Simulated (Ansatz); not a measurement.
Species: HS2, charge -1, multiplicity 1. It need not be the lowest isomer of its formula. Whether it binds its extra electron was not tested at this geometry. 
Geometry from a B3LYP-D3(BJ)/def2-TZVP (Ansatz, a first-principles code) optimisation:
SMILES: [S-]S
```xyz
3

S     -0.9925     0.0247     0.4650
S      0.8936     0.0305    -0.4803
H      1.5810    -0.8842     0.2447
```
Charge -1, spin multiplicity 1.

Question: Give the harmonic wavenumbers at B3LYP-D3(BJ)/def2-TZVP (Ansatz, finite differences of forces, unscaled).

Answer: 458, 822, 2516 cm⁻¹. Zero-point energy 5.4 kcal/mol.

Question: From these and the geometry, give the ideal-gas thermochemistry at 298.15 K and 1 atm (rigid rotor, harmonic oscillator).

Answer: Point group Cs, rotational symmetry number 1. Rotational constants 298.1, 6.906, 6.75 GHz. S(trans) 38.44, S(rot) 20.68, S(vib) 0.96, S(elec, spin only) 0.00, S 60.1 cal/(mol K). H(298) - H(0) 2.58 kcal/mol; G - E(el) -9.9 kcal/mol.
